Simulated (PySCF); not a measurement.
PySCF 2.14 output of a UHF calculation on a single atom or ion in x2c-SVPall (4s3p1d, 18 functions), with scalar relativity by spin-free X2C-1e:

```
SCF conv_tol = 1e-09
number electrons alpha = 9  beta = 8
cycle= 1 E= -527.875536061349  delta_E= -0.00383  |g|= 0.0243  |ddm|= 0.0537
cycle= 2 E= -527.875862492618  delta_E= -0.000326  |g|= 0.0072  |ddm|= 0.0159
cycle= 3 E= -527.87589432368  delta_E= -3.18e-05  |g|= 0.000307  |ddm|= 0.00681
cycle= 4 E= -527.875894396855  delta_E= -7.32e-08  |g|= 4.41e-05  |ddm|= 0.000516
cycle= 5 E= -527.875894398259  delta_E= -1.4e-09  |g|= 1.24e-05  |ddm|= 8.04e-05
cycle= 6 E= -527.875894398384  delta_E= -1.25e-10  |g|= 1.32e-06  |ddm|= 3.06e-05
converged SCF energy = -527.875894398384  <S^2> = 0.7551581  2S+1 = 2.0051515
```

The run itself started from symmetry-adapted Hartree-Fock orbitals and held the occupation by maximum overlap, so the iterations belong to that start.

Which element, charge and spin multiplicity is this?

Ar+ (argon, charge +1), multiplicity 2; the state was [Ne] 3s2 3p5, 2P determinant.
